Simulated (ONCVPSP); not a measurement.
**Co (Z = 27): variants of one ONCV potential**

Base potential:

* Element: cobalt
* Generator: ONCVPSP 4.0.1
* Type: optimised norm-conserving Vanderbilt (ONCV)
* Functional: LDA (Perdew-Wang 92)
* Relativity: scalar-relativistic
* Frozen core: [Ne] 3s2
* Valence charge: 15
* Reference configuration: 3p6 3d7 4s1.5 (charge +0.5)
* Partial waves: 4s: rc 1.90 bohr, ncon 4, nbas 7, qcut 4.1 1/bohr, 2 projectors, debl 3.6 Ha; 3p: rc 1.05 bohr, ncon 5, nbas 8, qcut 11.8 1/bohr, 1 projector; 3d: rc 1.70 bohr, ncon 4, nbas 9, qcut 7.4 1/bohr, 2 projectors, debl 2 Ha; f scattering state at 0.03 Ha: rc 2.05 bohr, ncon 3, nbas 6, qcut 6.3 1/bohr, 2 projectors, debl 1.6 Ha
* Local potential: polynomial inside 0.90 bohr (lpopt 4, dvloc0 4 Ha)
* Core correction: polynomial model core, fcfact 0.65

Cutoffs, loose and tight: the cutoffs (Ha) at which the residual kinetic energy of the hardest occupied pseudo-wave falls to 1 and 0.1 mHa per electron. They do not see the model core or the augmentation charge, which bear on the density cutoff. Test errors are all-electron minus pseudo excitation energies from the reference, over the configurations 3p6 3d7 4s2; 3p6 3d7 4s1; 3p6 3d7 4s0; 3p6 3d8 4s1. A dash means not determined; rows that change the core or the reference have their own tests.

A true bound ghost makes a file unfit for plane-wave use even where its test errors are small: the radial tests pick states by their node count and pass the ghost by.

```csv
change,outcome,"cutoff, loose","cutoff, tight",bound ghosts,GHOST(+) flags above zero,largest test error (meV)
base,generated,35 Ha,99 Ha,none,s,+38
"local potential polynomial inside 0.90 bohr (lpopt 4, dvloc0 2.5 Ha)",generated,35 Ha,99 Ha,none,s,+39
"local potential polynomial inside 0.90 bohr (lpopt 4, dvloc0 4.5 Ha)",generated,35 Ha,99 Ha,none,s,+38
"local potential polynomial inside 0.90 bohr (lpopt 4, dvloc0 6 Ha)",generated,35 Ha,99 Ha,none,s,+38
"local potential polynomial inside 0.90 bohr (lpopt 4, dvloc0 9.5 Ha)",generated,35 Ha,99 Ha,none,s,+38
```

(1) What comes out with this change to the base: local potential polynomial inside 0.90 bohr (lpopt 4, dvloc0 0.5 Ha)?

(2) What comes out with this change to the base: local potential polynomial inside 0.90 bohr (lpopt 4, dvloc0 -2 Ha)?

## Answers

(1) outcome: failed: oncvpsp: lschvkbb ERROR 1 0 100. Cause: the bound-state solver with the separable projectors failed.

(2) outcome: generated; cutoff, loose: 35 Ha; cutoff, tight: 99 Ha; bound ghosts: s; GHOST(+) flags above zero: f; largest test error (meV): +38.

Reading the sweep of the dvloc0 (base included, trends over the rows without a ghost): The loose cutoff stays near 35 Ha. The median size of the test errors (rows with all tests solved) stays near 4.6 meV. Bound ghosts are found at -2 Ha. The generation fails at 0.5 Ha.
